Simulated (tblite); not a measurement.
Compound: C5H5O2S (doublet state).
Geometry (GFN2-xTB, Å), atoms numbered from 1 in this order:
```xyz
13
C5H5O2S angstrom
O      1.8915   -1.3272   -0.8129
C      1.4966   -0.2022   -0.5980
O      2.2635    0.8845   -0.8412
C      0.1850    0.1266   -0.0668
C     -0.2631    1.3797    0.1724
S     -1.8625    1.4288    0.8014
C     -2.0055   -0.2614    0.7701
C     -0.7994   -0.9569    0.2632
H      3.1189    0.5941   -1.1927
H      0.2712    2.2951    0.0085
H     -2.9060   -0.7346    1.0988
H     -0.3798   -1.6545    1.0029
H     -1.0148   -1.5713   -0.6234
```

Computed geometry: GFN2-xTB, gas phase. This method treats the open shell by occupation alone, without spin polarisation.

Masses are those of the commonest isotopes; rigid-rotor values at the optimised geometry. The values belong to one conformer with, in the numbering `[O:1]=[C:2]([OH:3])[C:4]1=[CH:5][S:6][CH:7][CH2:8]1`, O1–C2–O3–H 0°, O1–C2–C4–C5 180°.

Question: Give the principal moments of inertia and the rotational constants in GHz.

Answer: Ia = 119.12, Ib = 435.34, Ic = 551.38 u·Å²; 505379 MHz·u·Å²/I gives 4243, 1161 and 916.6 MHz, that is A = 4.2426, B = 1.1609, C = 0.9166 GHz.

Question: Classify the top.

Answer: An asymmetric top; Ray's κ = -0.853.

Question: What does the inertial defect say?

Answer: Not planar: Δ = Ic − Ia − Ib = -3.08 u·Å². For a rigid frame Δ = −2 Σ m c², so Σ m c² = 1.54 u·Å² lies off the ab plane, practically all of it from hydrogen. The atom farthest from that plane is 0.88 Å away.

Question: Give the other two planar moments, Paa and Pbb, and the rms extents of the mass along the axes.

Answer: Paa = Σ m a² = (Ib + Ic − Ia)/2 = 433.80 and Pbb = Σ m b² = (Ia + Ic − Ib)/2 = 117.58 u·Å². With the mass M = 129.00 u, the rms extents √(P/M) along a, b and c are 1.83, 0.95, 0.11 Å.

Question: Estimate the classical rotational partition function at 25 K, 200 K and 298.15 K.

Answer: Point group Cs, symmetry number σ = 1; q = (√π/σ)·√((kT/h)³/(ABC)), k/h = 20836.6 MHz/K: 9920 at 25 K, 224000 at 200 K, 408000 at 298.15 K.

For this open shell read J as N, the rotation without spin; fine and hyperfine splittings come on top. Its GFN2-xTB frequencies are all real (lowest 74 cm⁻¹). These are rigid-rotor constants of the computed structure; measured ground-state constants (B0) also hold zero-point vibration.

Time: 0.15 s. Hardware: one thread of an Arm Neoverse V1, shared host. That covers the optimisation of the geometry.
